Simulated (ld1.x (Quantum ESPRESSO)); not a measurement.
Hf: PAW pseudisation with LDA (PZ), fully relativistic reference atom.

hafnium, PAW, made with ld1.x (Quantum ESPRESSO) 7.5 (LDA (PZ), fully relativistic). Core [Kr] 4d10 4f14 5s2, reference 5p6 5d2 6s1 6p0 (charge +1). Waves: 6s (bound): rcut 1.75, rcutus 2.40 bohr; 6s channel at 0.75 Ry: rcut 1.75, rcutus 2.40 bohr; 5p (bound): rcut 1.75, rcutus 2.05 bohr; 6p (bound, empty): rcut 1.75, rcutus 2.05 bohr; 5d (bound): rcut 2.00, rcutus 2.40 bohr; 5d channel at 3.15 Ry: rcut 2.00, rcutus 2.40 bohr. Local part: all-electron potential smoothed inside 1.85 bohr (lloc = -1). Core correction: Bessel-smoothed model core, default radius (core density twice the valence density). Augmentation charge: BESSEL, radius 1.55 bohr.

Open shells are filled in proportion to 2j + 1 (rel_dist='average').

All-electron outer shells of the reference configuration (LDA (PZ), scalar-relativistic, ld1.x):

```json
{"shell": "5p", "level (eV)": "-42.74", "outermost node (bohr)": "0.60", "outermost maximum (bohr)": "1.16"}
{"shell": "4f", "level (eV)": "-24.07", "outermost node (bohr)": "–", "outermost maximum (bohr)": "0.45"}
{"shell": "6s", "level (eV)": "-11.26", "outermost node (bohr)": "1.36", "outermost maximum (bohr)": "2.75"}
{"shell": "5d", "level (eV)": "-9.48", "outermost node (bohr)": "0.67", "outermost maximum (bohr)": "1.67"}
{"shell": "6p", "level (eV)": "-6.52", "outermost node (bohr)": "1.64", "outermost maximum (bohr)": "3.57"}
```

Does the generator finish with these settings?

No. ld1.x (Quantum ESPRESSO) 7.5 stopped with "run_pseudo: Errors in PS-KS equation": the pseudo-atom solver did not find the valence states with the expected number of nodes, which is the usual sign of a ghost state. Before that it printed "Warning: n=1, l=0 expected 0 nodes, found 1".
